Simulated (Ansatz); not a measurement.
This geometry of F2Ge2H4 + H (9 atoms, charge 0, multiplicity 2) is a first-order saddle point.

Theory: Ansatz 0.2.0, UHF/def2-SVP.

```xyz
9
Properties=species:S:1:pos:R:3
Ge -0.008 0.152 0.141
H -0.108 -0.203 1.789
F 1.676 0.297 -0.202
Ge -1.195 2.048 -0.891
H -2.699 1.804 -0.749
H -0.797 3.324 -0.145
H -0.795 2.134 -2.363
F -0.449 -1.297 -0.682
H -0.086 -0.529 2.830
```

Q: Which two structures does it join? (They come from a converged band through this point; their orientation in space is the band's.)

A: Bonds broken: Ge1–H2. Bonds formed: H2–H9. F2Ge2H4 + H becomes F2Ge2H3 + H2.

First end point:

```xyz
9
Properties=species:S:1:pos:R:3
Ge -0.064 0.022 -0.216
H -0.276 -0.495 1.203
F 1.634 0.218 -0.420
Ge -1.196 2.046 -0.995
H -2.708 1.843 -0.864
H -0.752 3.222 -0.121
H -0.812 2.287 -2.454
F -0.455 -1.278 -1.276
H 0.169 -0.134 4.871
```

Last end point:

```xyz
9
Properties=species:S:1:pos:R:3
Ge -0.082 -0.157 -0.744
H 0.097 -0.445 3.728
F 1.616 0.073 -0.969
Ge -1.214 2.051 -1.087
H -2.722 1.801 -1.039
H -0.785 2.966 0.061
H -0.791 2.625 -2.439
F -0.477 -1.171 -2.087
H -0.102 -0.014 4.304
```

Q: How far does it lie above each of them?

A: 52.4 kJ/mol above the first and 107.4 kJ/mol above the second. This is the barrier of this one path; another mechanism may lie lower.

The run took 11 min on 4 threads of Intel(R) Xeon(R) Platinum 8259CL CPU @ 2.50GHz (Skylake/Cascade Lake), on a shared host, peak memory 0.46 GiB.
